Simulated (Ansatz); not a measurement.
Input for Ansatz (development build ahead of 0.2.0):

```yaml
crystal:
  periodic: [false, false, false]
  atoms:
    - { symbol: Ru, position_ang: [0.0, 0.0, 0.0] }
    - { symbol: O, position_ang: [0.0, 1.54072, 0.71845] }
    - { symbol: Cl, position_ang: [0.0, -2.012, 0.93821] }
basis:
  gaussian: { orbitals: def2-TZVPP }
magnetization:
  spin_polarized: true
  initial_magnetization: 5
hamiltonian:
  xc: pbe
```

The input is written out in the form of the current development build from the run's settings. The basis set brings a core potential for Ru, so the total leaves out those core electrons.

The run gave:

```json
{
  "Converged": "yes",
  "Total energy": "-630.10537 hartree",
  "Spin squared of the determinant": "8.756",
  "Stability test": "minimum"
}
```

Caution: other spin multiplicities were not run.
